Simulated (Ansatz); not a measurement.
Start from `O[SiH]([SiH3])[GeH3]` and change one atom or group to get `O[SiH2][SiH](O)[SiH3]`.

Ansatz, PBE0-D4/def2-TZVP geometries, multiplicity 1. Each molecule was computed in one conformer, which needn't be the lowest.

Scalar relativity is left out up to krypton.

| property | `O[SiH]([SiH3])[GeH3]` |
| --- | --- |
| HOMO energy (PBE0/def2-TZVPP) / eV | -7.58 |
| size of the dipole moment (ωB97M-V/def2-TZVPP) / D | 1.14 |
| HOMO–LUMO gap (PBE/def2-TZVPP) / eV | 4.94 |
| HOMO energy (ωB97M-V/def2-TZVPP) / eV | -9.56 |
| size of the dipole moment (B3LYP/def2-TZVPP) / D | 1.13 |
| HOMO–LUMO gap (PBE0/def2-TZVPP) / eV | 6.88 |

Problem. Give the same properties after the change, and the shifts. (Best estimate.)

Solution. Ansatz gave: 
```csv
property,`O[SiH2][SiH](O)[SiH3]`,shift
HOMO energy (PBE0/def2-TZVPP) / eV,-7.63,-0.05
size of the dipole moment (ωB97M-V/def2-TZVPP) / D,2.44,1.30
HOMO–LUMO gap (PBE/def2-TZVPP) / eV,4.63,-0.31
HOMO energy (ωB97M-V/def2-TZVPP) / eV,-9.61,-0.05
size of the dipole moment (B3LYP/def2-TZVPP) / D,2.43,1.30
HOMO–LUMO gap (PBE0/def2-TZVPP) / eV,6.59,-0.29
```

With PBE0 the HOMO falls by 0.05 eV and the LUMO falls by 0.34 eV, so the gap narrows by about 0.29 eV. PBE moves the HOMO by -0.04 eV and ωB97M-V by -0.05 eV. Dipoles are sizes alone; their direction can turn.

B3LYP here is the variant with VWN-RPA as its local correlation; programs differ in this.
